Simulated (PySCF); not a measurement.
# Mayer bond orders and bond lengths

Compound: C5H8FN.
Numbering: `[H]/[N:7]=[CH:6]\[CH:5]=[C:3](/[CH2:2][CH3:1])[F:4]` (hydrogens: H8, H9, H10 on C1; H11, H12 on C2; H13 on C5; H14 on C6; H15 on N7)

Cartesian coordinates in Å at the GFN2-xTB level; atoms count from 1:
```
atom  x, y, z in Å
C1    -2.0619    0.3259   -0.0888
C2    -0.7979    0.9439    0.5185
C3     0.1435   -0.1214    0.9678
F4    -0.1672   -0.6025    2.1938
C5     1.1842   -0.6642    0.3340
C6     1.6453   -0.2820   -0.9879
N7     2.6105   -0.7813   -1.6274
H8    -2.7621    1.1093   -0.3664
H9    -2.5449   -0.3317    0.6299
H10   -1.8127   -0.2529   -0.9751
H11   -0.3117    1.5911   -0.2104
H12   -1.0737    1.5428    1.3896
H13    1.7366   -1.4520    0.8319
H14    1.1063    0.5142   -1.4917
H15    3.1014   -1.5312   -1.1396
```

Bond orders from the PBE0/pcSseg-1 density (PySCF). The structure is a single GFN2-xTB conformer in the gas phase; no vibrational or solvent corrections.

Where do the orders between heavy atoms depart from those drawn in the SMILES?

The largest departure is 0.228, at C3–C5 (drawn double, 1.772).

Set the Mayer orders of the bonds beside their lengths.

| bond | drawn as | length (Å) | Mayer order |
| --- | --- | --- | --- |
| C1–C2 | single | 1.532 | 1.031 |
| C2–C3 | single | 1.491 | 1.043 |
| C3–F4 | single | 1.353 | 0.899 |
| C3–C5 | double | 1.334 | 1.772 |
| C5–C6 | single | 1.451 | 1.063 |
| C6–N7 | double | 1.261 | 1.988 |
| C1–H8 | single | 1.087 | 0.966 |
| C1–H9 | single | 1.087 | 0.965 |
| C1–H10 | single | 1.087 | 0.966 |
| C2–H11 | single | 1.089 | 0.934 |
| C2–H12 | single | 1.092 | 0.926 |
| C5–H13 | single | 1.083 | 0.929 |
| C6–H14 | single | 1.085 | 0.950 |
| N7–H15 | single | 1.020 | 0.949 |

By pair of heavy elements: C–C: lowest C1–C2 (1.031, 1.532 Å), highest C3–C5 (1.772, 1.334 Å).

Sum the orders of all bonds at each heavy atom with more than one neighbour and set the sums beside the valence in the SMILES.

C1 3.928 (drawn 4), C2 3.934 (drawn 4), C3 3.714 (drawn 4), C5 3.764 (drawn 4), C6 4.001 (drawn 4), N7 2.937 (drawn 3). Orders between atoms that aren't bonded are not in these sums.

The Mayer order sums products of elements of PS (density times overlap matrix) between the two atoms' basis functions, so it depends on the basis set.
